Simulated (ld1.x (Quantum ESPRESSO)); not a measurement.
**chromium TM semilocal: all-electron and pseudo phase curves**

- Element: Cr (Z = 24)
- Generator: ld1.x (Quantum ESPRESSO) 7.5
- Type: norm-conserving Troullier–Martins (semilocal form)
- Functional: PBEsol
- Relativity: scalar-relativistic
- Frozen core: [Ne]
- Valence charge: 14
- Reference configuration: 3s2 3p6 3d4.5 4s0 4p0 (charge +1.5)
- Partial waves: 3p (bound): rc 1.55 bohr; 3d (bound): rc 1.30 bohr; 3s (bound): rc 1.15 bohr
- Local potential: the s channel
- Core correction: none

The phase is arctan(r·u′/u) with u = r·R(r), unwrapped; energies in Ry, scanned from -8 to 5 Ry. A pole is an energy at which the radial function vanishes at the test radius. The pseudo phase is shifted by a multiple of π to meet the all-electron one at the reference energy, and phase errors are pseudo minus all-electron; the curves can meet again beyond the range given. Levels narrower than the energy grid can be missing from the lists of poles.

For each channel, where are the poles, and over which energies does the pseudopotential scatter like the atom?

```json
{"channel": "s", "radius (bohr)": "1.70", "reference energy (Ry)": "-6.42", "poles, all-electron": "-5.94", "poles, pseudo": "-5.94", "unbroken range about the reference energy with phases within 0.05 rad": "below -0.6", "phase error 1 Ry above the reference energy (rad)": "-0.001"}
{"channel": "p", "radius (bohr)": "1.70", "reference energy (Ry)": "-4.32", "poles, all-electron": "-3.65", "poles, pseudo": "-3.65", "unbroken range about the reference energy with phases within 0.05 rad": "below 2.2", "phase error 1 Ry above the reference energy (rad)": "-0.000"}
{"channel": "d", "radius (bohr)": "1.70", "reference energy (Ry)": "-1.17", "poles, all-electron": "-0.04", "poles, pseudo": "-0.02", "unbroken range about the reference energy with phases within 0.05 rad": "below 2.8", "phase error 1 Ry above the reference energy (rad)": "+0.004"}
```

Phases in the s channel:

```json
{"E (Ry)": "-8.00", "all-electron": "1.197", "pseudo": "1.196"}
{"E (Ry)": "-7.52", "all-electron": "1.088", "pseudo": "1.086"}
{"E (Ry)": "-7.04", "all-electron": "0.693", "pseudo": "0.689"}
{"E (Ry)": "-6.56", "all-electron": "-1.032", "pseudo": "-1.032"}
{"E (Ry)": "-6.08", "all-electron": "-1.521", "pseudo": "-1.521"}
{"E (Ry)": "-5.60", "all-electron": "-1.646", "pseudo": "-1.647"}
{"E (Ry)": "-5.12", "all-electron": "-1.707", "pseudo": "-1.709"}
{"E (Ry)": "-4.64", "all-electron": "-1.748", "pseudo": "-1.750"}
{"E (Ry)": "-4.16", "all-electron": "-1.781", "pseudo": "-1.784"}
{"E (Ry)": "-3.68", "all-electron": "-1.810", "pseudo": "-1.815"}
{"E (Ry)": "-3.20", "all-electron": "-1.840", "pseudo": "-1.846"}
{"E (Ry)": "-2.72", "all-electron": "-1.871", "pseudo": "-1.879"}
{"E (Ry)": "-2.24", "all-electron": "-1.906", "pseudo": "-1.918"}
{"E (Ry)": "-1.76", "all-electron": "-1.948", "pseudo": "-1.965"}
{"E (Ry)": "-1.28", "all-electron": "-1.998", "pseudo": "-2.024"}
{"E (Ry)": "-0.80", "all-electron": "-2.064", "pseudo": "-2.103"}
{"E (Ry)": "-0.32", "all-electron": "-2.152", "pseudo": "-2.215"}
{"E (Ry)": "0.16", "all-electron": "-2.276", "pseudo": "-2.383"}
{"E (Ry)": "0.64", "all-electron": "-2.459", "pseudo": "-2.646"}
{"E (Ry)": "1.12", "all-electron": "-2.735", "pseudo": "-3.041"}
{"E (Ry)": "1.60", "all-electron": "-3.118", "pseudo": "-3.505"}
{"E (Ry)": "2.08", "all-electron": "-3.535", "pseudo": "-3.882"}
{"E (Ry)": "2.56", "all-electron": "-3.870", "pseudo": "-4.130"}
{"E (Ry)": "3.04", "all-electron": "-4.098", "pseudo": "-4.288"}
{"E (Ry)": "3.52", "all-electron": "-4.249", "pseudo": "-4.394"}
{"E (Ry)": "4.00", "all-electron": "-4.353", "pseudo": "-4.469"}
{"E (Ry)": "4.48", "all-electron": "-4.428", "pseudo": "-4.525"}
{"E (Ry)": "4.96", "all-electron": "-4.484", "pseudo": "-4.569"}
```
